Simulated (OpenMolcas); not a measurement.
**Os4+: moving or changing the point charges**

Os4+ among 4 point charges of -2 e arranged as a tetrahedron (Td), 2.12 Å from the ion.
```
   1.2240    1.2240    1.2240  -2.00
   1.2240   -1.2240   -1.2240  -2.00
  -1.2240    1.2240   -1.2240  -2.00
  -1.2240   -1.2240    1.2240  -2.00
```

* Program: OpenMolcas
* Method: CASSCF
* Basis: ANO-RCC-VTZP [8s7p5d3f2g1h]
* Scalar Hamiltonian: DKH2, point nucleus
* Active space: 4 electrons in 5 orbitals (5d)
* State averaging: 2S+1 = 5 even, 5 roots; 2S+1 = 3 even, 45 roots; 2S+1 = 1 even, 50 roots
* Spin-orbit coupling: RASSI with atomic mean-field integrals over the reference wave functions

Runs around this geometry, states (labels of Td). Energies in cm-1 above the lowest state or level, χT in cm3 K/mol; under a threefold ground state the first gap can be a small split of the lowest multiplet, not the spin-orbit step; 10Dq and B are least-squares fits to the states below 45000 cm-1, weighted by degeneracy, with a free offset, and given where the rms deviation is under 5 % of |10Dq| (or 100 cm-1) and under 700 cm-1; 10Dq is negative for this site.

```tsv
R (Å)	q (e)	Ground state	First state of that spin	10Dq	B (rms of fit)	First gap with spin-orbit (degeneracies)	χT at 300 K	First state of another spin
2.12	-1.6	5T2	5E 2460	-2528	866 (26)	3580 (1, 3)	0.075	3T1 16792
2.04	-2	5T2	5E 3425	-3521	859 (53)	3557 (1, 3)	0.079	3T1 15990
2.12	-2	5T2	5E 2919	-3001	863 (38)	3566 (1, 3)	0.077	3T1 16423
2.3	-2	5T2	5E 2055	-2112	868 (24)	3582 (1, 3)	0.074	3T1 17092
```

Taking |10Dq| as R^-n, n = -ln(2112 / 3521) / ln(2.3 / 2.04) = 4.3 between the shortest and longest distance. The point-charge formula for a cubic d site gives n = 5.

Scaling the charges by -1.6 / -2 = 0.80 scales |10Dq| by 2528 / 3001 = 0.84; with fixed orbitals a first-order splitting would follow the charge.

Without dynamic correlation the repulsion within the d shell is too large (B by tens of per cent), so at a given field states of lower spin stand too high. Point charges give a weaker field than real ligands, and real ions of this kind are as a rule low spin; the high spin found here belongs to the model. The ground term spreads over less than 5000 cm-1, several times less than with real ligands, so orbital moments are less quenched and χT lies further from the spin-only value than at real sites. Spin-orbit coupling mixes the spin-free states strongly: the lowest level takes only 51 % from its leading state, 5T2 (figures for R = 2.12, q = -1.6; the like holds for R = 2.04, q = -2, R = 2.12, q = -2, R = 2.3, q = -2). Point charges carry no covalency, so the field is a model and not that of real ligands. No measured value stands beside these numbers.
